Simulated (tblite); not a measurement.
A tight-binding relaxation on `B[AsH]C1C=C1`.

Computed with GFN2-xTB geometry optimisation, gas phase (tblite 0.8.0). Start geometry: from a force field or distance geometry. The input is one job of a driver script: a line of settings, then coordinates in Å.

Command:
```bash
OMP_NUM_THREADS=1 python probes_run.py task.json out
```

Input:
```
{"job": {"kind": "relax", "xc": "GFN2-xTB", "basis": "xTB"}, "charge": 0, "multiplicity": 1}
B      2.086300    -0.284200    -0.121800
As     0.756300     1.177200    -0.665200
C     -1.005800     0.304800    -0.685200
C     -1.565600     0.105900     0.680200
C     -1.169100    -1.001500     0.033900
H      2.929500    -0.675000    -0.845800
H      1.933400    -0.747900     0.938800
H      0.771500     2.212100     0.550100
H     -1.681800     0.422400    -1.533100
H     -1.996600     0.562400     1.597000
H     -1.052700    -2.073500     0.025200
```

Problem. Give the output.

Solution. 
```
step      E/eV     max force
  0    -351.31317    2.627
  1    -351.53002    2.044
  2    -351.70972    1.408
  3    -351.77496    0.854
  4    -351.85174    0.739
  5    -351.88713    0.593
  6    -351.91516    0.487
  7    -351.93195    0.330
  8    -351.94309    0.282
  9    -351.95022    0.205
... (98 lines left out)
108    -352.15660    0.143
109    -352.15725    0.054
110    -352.15744    0.029
111    -352.15752    0.037
112    -352.15758    0.021
113    -352.15764    0.018
114    -352.15770    0.017
115    -352.15776    0.018
116    -352.15781    0.011
117    -352.15783    0.005
```

«max force» is the largest atomic force in eV/Å.

Problem. From which step on does the largest force stay under 0.1 eV/Å, and how much energy is left to gain from there?

Solution. From step 109 (0.054 eV/Å), 0.6 meV above the end.

In short: energy lowered by 19.5 kcal/mol over 117 steps; largest atomic force 0.005 eV/Å at the end.

Problem. Where do the atoms end?

Solution. 0.933 Å rms from the input after alignment:
```
atom  x, y, z in Å
B1     2.2001   -0.0538   -0.4455
As2    0.8119    1.2971   -0.0935
C3    -0.7933    0.1819   -0.4885
C4    -2.0283    0.2144    0.3610
C5    -1.3051   -0.8609    0.4598
H6     2.1663   -0.6854   -1.4334
H7     3.1402   -0.1704    0.2439
H8     0.7496    1.1149    1.4011
H9    -0.9141    0.0076   -1.5615
H10   -2.8839    0.7783    0.6454
H11   -1.1380   -1.8210    0.8854
```

Time: 0.53 s. Hardware: an Arm Neoverse V1 with one thread, shared host.
Labels such as C1 count atoms from 1, the log's own numbers from 0.
